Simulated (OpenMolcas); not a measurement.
Pd2+ among 5 point charges of -1 e arranged as a trigonal bipyramid (D3h). The axial distance is 1.07 times the equatorial one, R.

| Property | Result |
| --- | --- |
| Program | OpenMolcas |
| Method | CASSCF |
| Basis | ANO-RCC-VDZP [6s5p3d1f] |
| Scalar Hamiltonian | DKH2, point nucleus |
| Active space | 8 electrons in 5 orbitals (4d) |
| State averaging | 2S+1 = 3 even, 10 roots; 2S+1 = 1 even, 15 roots |
| Spin-orbit coupling | RASSI with atomic mean-field integrals over the reference wave functions |

All point charges move together. At R = 2.02 Å the first state of the same spin is 2517 cm-1, and at R = 2.12 Å it is 2072 cm-1.

Question: A third run gives 1678 cm-1. What distance was it run at?

Answer: With a power law R^-n the two known points give n = -ln(2072 / 2517) / ln(2.12 / 2.02) = 4.03. Then R = 2.02 × (2517 / 1678)^(1/4.03) = 2.234 Å. The run was at 2.23 Å, so the estimate is off by +0.004 Å.

An orbital doublet at a regular site is open to a Jahn-Teller distortion, which this geometry leaves out. Without dynamic correlation the repulsion within the d shell is too large (B by tens of per cent), so at a given field states of lower spin stand too high. Real 4d8 and 5d8 ions are as a rule square planar and diamagnetic. Point charges give a weaker field than real ligands, and real ions of this kind are as a rule low spin; the high spin found here belongs to the model. The ground term spreads over less than 5000 cm-1, several times less than with real ligands, so orbital moments are less quenched and χT lies further from the spin-only value than at real sites. Point charges carry no covalency, so the field is a model and not that of real ligands. No measured value stands beside these numbers.
